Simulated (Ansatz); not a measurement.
Species: BiF2, charge -1, multiplicity 1. 
Coordinates optimised at B3LYP-D3(BJ)/def2-TZVP (Ansatz, an electronic-structure program):
```
Bi
F 1 2.1164
F 1 2.1164 2 97.28
```
Charge -1, spin multiplicity 1.

Basis-set convergence of Hartree-Fock and CCSD correlation energies (hartree) with Ansatz. Valence correlation only, unless marked. No spin-orbit coupling. The frozen core is the preceding noble-gas configuration, with the filled d and f shells of earlier blocks. Past Kr the def2 sets carry scalar-relativistic core potentials.

| basis | functions | E(HF) | E(corr, CCSD) |
|---|---|---|---|
| def2-SVPD | 78 | -412.34133 | -0.50384 |
| def2-TZVPPD | 136 | -412.58874 | -0.63464 |
| def2-QZVPPD | 220 | -412.60032 | -0.68565 |

Extrapolating the two largest sets (X = 3 and 4) as X^-3: E(corr) = (64·(-0.68565) - 27·(-0.63464))/37 = -0.7229 Eh, an estimate of the basis-set limit. The largest set recovers 94.9 % of it, the smallest 69.7 %.
